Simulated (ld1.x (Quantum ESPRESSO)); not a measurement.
## Reading a pseudo-wave (sulfur (S))

Columns: radius, all-electron u(r) and pseudo u(r) of the 3s shell (level -17.26 eV) of sulfur in the configuration [Ne] 3s2 3p4; PBE, scalar-relativistic, PAW scheme, ld1.x (Quantum ESPRESSO) 7.5.

| r (bohr) | all-electron | pseudo |
| --- | --- | --- |
| 0.080 | 0.1698 | 0.0499 |
| 0.160 | -0.1160 | 0.1006 |
| 0.240 | -0.3351 | 0.1528 |
| 0.320 | -0.4070 | 0.2070 |
| 0.400 | -0.3603 | 0.2636 |
| 0.480 | -0.2400 | 0.3224 |
| 0.560 | -0.0836 | 0.3832 |
| 0.640 | 0.0827 | 0.4452 |
| 0.720 | 0.2426 | 0.5074 |
| 0.800 | 0.3867 | 0.5686 |
| 0.880 | 0.5105 | 0.6271 |
| 0.960 | 0.6128 | 0.6816 |
| 1.040 | 0.6942 | 0.7303 |
| 1.120 | 0.7558 | 0.7717 |
| 1.200 | 0.7992 | 0.8044 |
| 1.280 | 0.8265 | 0.8274 |
| 1.360 | 0.8398 | 0.8399 |
| 1.440 | 0.8416 | 0.8416 |
| 1.520 | 0.8335 | 0.8335 |
| 1.600 | 0.8178 | 0.8178 |
| 1.680 | 0.7959 | 0.7959 |
| 1.760 | 0.7694 | 0.7694 |
| 1.840 | 0.7394 | 0.7394 |
| 1.920 | 0.7071 | 0.7071 |
| 2.000 | 0.6733 | 0.6733 |
| 2.080 | 0.6386 | 0.6386 |

Task: How many radial nodes do the two functions have?

Result: The all-electron 3s function has n − l − 1 = 2; the pseudo-wave has 0, since the states of the same l below it are removed with the core.

Task: At about which radius was the pseudo-wave matched?

Result: 1.40 bohr, where the columns begin to agree (steps of 0.08 bohr).

Task: Is the pseudo-wave norm-conserving?

Result: No, it belongs to a PAW set: the norm inside the radius is not constrained, and the difference is carried by the augmentation charge.
